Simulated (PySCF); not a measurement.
An unknown shows these calculated signals:

$^{1}$H NMR (600 MHz, computed): δ 3.93 (br, 2H), 2.88 (s, 6H), 2.23 (s, 9H).

$^{13}$C{$^{1}$H} NMR (computed): δ 46.2 (CH3), 44.9 (CH3).

[PySCF: geometry: PBE0-D3(BJ)/def2-SVP; shielding tensors at KT2/pcSseg-1 (GIAO); no solvent; single conformer; non-relativistic Hamiltonian; equivalent nuclei averaged]

Chemical shifts δ = σref − σ; TMS for $^{1}$H (σ = 31.18 ppm) and $^{13}$C (σ = 183.22 ppm), all at this level.

Which of these does the molecule contain: an S-methyl group, an N-methyl group, a Si–H bond, a tert-butyl group?

Results:


- An S-methyl group: no.
- An N-methyl group: yes (δC 44.9; δH 2.88 (s)).
- A Si–H bond: no.
- A tert-butyl group: no.

The data belong to `C[N](C)[AlH2-][N+](C)(C)C`, C5H17AlN2; they needn't prove each group on their own.

Carbon signals by region: 2 below 50 ppm.

Hydrides on Al or Ga are broadened by the quadrupolar metal nucleus. Shifts are as computed. Against solution values, carbons near 30 ppm lie about +2 ppm off and those near 130 ppm about -5 ppm. Of 1313 compounds with measured shifts, 239 miss one by over three times the rms of a fit or turn the order of signals round; such compounds aren't used in these exercises. No couplings were computed; multiplicities are counted from neighbouring protons, with m where these are inequivalent, close in shift, in a saturated or five-membered ring or joined by F or P, and br s for small geminal =CH2 splittings.
